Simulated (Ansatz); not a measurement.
Reaction (ligand exchange at a B–N bond): `BNB(C)N` + `OCF` → `BOCF` + `CB(N)N`

Program: Ansatz. Geometries: PBE0-D4/def2-TZVP. ΔE: electronic, gas phase. CBS: MP2 limit from def2 TZ/QZ plus the TZ coupled-cluster correction, frozen cores. DFT in def2-TZVPP. B3LYP here is the variant with VWN-RPA as its local correlation; programs differ in this. Each species was taken in one conformer, which may not be the lowest.

`BNB(C)N`:

Z-matrix (Å, degrees):
```
C
B 1 1.575
H 1 1.092 2 113.6
H 1 1.095 2 110.8 3 -121.2
H 1 1.095 2 110.7 3 121.1
N 2 1.461 1 118.8 3 179.2
N 2 1.398 1 121.4 3 -0.8
B 6 1.397 2 129.3 1 -179.8
H 6 1.010 2 114.5 1 0.1
H 7 1.005 2 123.2 1 -179.9
H 7 1.003 2 122.3 1 0.1
H 8 1.198 6 120.0 2 179.9
H 8 1.200 6 119.9 2 -0.0
```

`OCF`:

```xyz
6

O    -0.966   -0.457   -0.170
C     0.274   -0.017    0.210
F     0.280    1.351    0.399
H    -1.145   -0.164   -1.068
H     1.049   -0.227   -0.537
H     0.508   -0.487    1.166
```

`BOCF`:

```xyz
8

B    -0.279   -1.181   -0.594
O    -0.297    0.167   -0.656
C     0.240    0.943    0.363
F    -0.778    1.423    1.133
H     0.253   -1.726    0.334
H    -0.795   -1.769   -1.495
H     0.901    0.350    1.003
H     0.756    1.794   -0.087
```

`CB(N)N`:

```xyz
11

C    -1.313    0.383    0.147
B     0.195   -0.068   -0.008
N     1.213    0.627    0.688
N     0.521   -1.149   -0.863
H    -2.014   -0.446    0.015
H    -1.517    0.834    1.122
H    -1.563    1.134   -0.610
H     2.193    0.421    0.613
H     1.010    1.394    1.301
H    -0.180   -1.660   -1.366
H     1.456   -1.470   -1.038
```

(1) Is it downhill or uphill in electronic energy at CCSD(T)/CBS, and by how much? (Best estimate.)

(2) What do these levels give: r2SCAN0-D4, ωB97M-V, PBE, BLYP, PBE0, B3LYP, CAM-B3LYP, CCSD/def2-SVP, HF/def2-TZVPP, HF/def2-QZVPP, HF/CBS(def2), MP2/CBS(def2)? (Best estimate.)

Largest T1 diagnostic among the species: 0.013.

Answers

(1) Ansatz gave: Nearly level: ΔE = -0.4 kcal/mol.

(2) Computed: r2SCAN0-D4 -0.3, ωB97M-V -0.5, PBE 0.1, BLYP -1.2, PBE0 -0.1, B3LYP -1.3, CAM-B3LYP -1.6, CCSD/def2-SVP -0.3, HF/def2-TZVPP -2.5, HF/def2-QZVPP -2.7, HF/CBS(def2) -2.7, MP2/CBS(def2) -0.5 kcal/mol.

Leaving LDA and LC-ωPBE aside and taking each functional with its dispersion term where it has one, the values, not all of them listed here, spread over 2.0 kcal/mol, from CAM-B3LYP-D4 to revPBE-D4. In def2-TZVPP, CCSD(T) changes the Hartree–Fock value by +2.1 kcal/mol (the triples alone add +0.3 kcal/mol) and MP2 by +2.0 kcal/mol.
